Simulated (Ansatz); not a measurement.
Total energies of FH$_{9}$Si$_{3}$Sn, SMILES `[F][Sn]([SiH3])([SiH3])[SiH3]`.

```json
{"atom": "F1", "x (Å)": "-1.806", "y (Å)": "-1.586", "z (Å)": "0.035"}
{"atom": "Sn2", "x (Å)": "-0.342", "y (Å)": "-0.300", "z (Å)": "0.007"}
{"atom": "Si3", "x (Å)": "-1.256", "y (Å)": "1.676", "z (Å)": "1.377"}
{"atom": "Si4", "x (Å)": "-0.020", "y (Å)": "0.183", "z (Å)": "-2.499"}
{"atom": "Si5", "x (Å)": "1.596", "y (Å)": "-1.578", "z (Å)": "1.116"}
{"atom": "H6", "x (Å)": "-2.479", "y (Å)": "2.220", "z (Å)": "0.733"}
{"atom": "H7", "x (Å)": "-0.217", "y (Å)": "2.739", "z (Å)": "1.429"}
{"atom": "H8", "x (Å)": "-1.571", "y (Å)": "1.234", "z (Å)": "2.760"}
{"atom": "H9", "x (Å)": "-1.264", "y (Å)": "0.758", "z (Å)": "-3.072"}
{"atom": "H10", "x (Å)": "1.088", "y (Å)": "1.164", "z (Å)": "-2.655"}
{"atom": "H11", "x (Å)": "0.333", "y (Å)": "-1.068", "z (Å)": "-3.218"}
{"atom": "H12", "x (Å)": "1.233", "y (Å)": "-1.948", "z (Å)": "2.508"}
{"atom": "H13", "x (Å)": "2.794", "y (Å)": "-0.694", "z (Å)": "1.143"}
{"atom": "H14", "x (Å)": "1.911", "y (Å)": "-2.802", "z (Å)": "0.336"}
```

Charge 0, multiplicity 1. Correlated methods include outer-core shells of Sn, which these sets cover unevenly. Sn: def2 effective core potential. The structure was optimised at the PBE0-D4/def2-TZVP level. Basis def2-TZVPP, the Gaussian-basis code of Ansatz.

RPA on PBE orbitals: Hartree–Fock energy of these orbitals -1184.85095 Eh, correlation -1.62886 Eh (frozen core).

| functional | energy without D4 (Eh) | D4 term (kJ/mol) |
| --- | --- | --- |
| LDA (SPW92) | -1183.60219 | – |
| PBE | -1187.57309 | -35.0 |
| revPBE | -1187.96839 | -81.6 |
| BLYP | -1188.05012 | -71.8 |
| r2SCAN | -1188.09635 | -9.0 |
| B97M-V | -1187.88245 | – |
| PBE0 | -1187.67654 | -30.7 |
| B3LYP | -1188.28772 | -56.6 |
| r2SCANh | -1188.07466 | -9.9 |
| r2SCAN0 | -1188.04392 | -11.0 |
| HSE06 (plane-wave form) | -1187.64983 | -29.4 |
| BHLYP | -1188.02998 | -52.5 |
| CAM-B3LYP | -1188.11255 | -32.5 |
| LC-ωPBE | -1187.85188 | – |
| ωB97X-V | -1187.95377 | – |
| ωB97M-V | -1187.97297 | – |
| B2PLYP | -1187.50349 | – |
| PBE-QIDH | -1187.21218 | – |

B3LYP takes the VWN-RPA correlation (the form of Gaussian; ORCA's B3LYP/G). HSE06 is the plane-wave form, built on full-range PBE exchange. The double hybrids freeze the cores in their second-order part.

LC-ωPBE has ω = 0.4 bohr⁻¹.
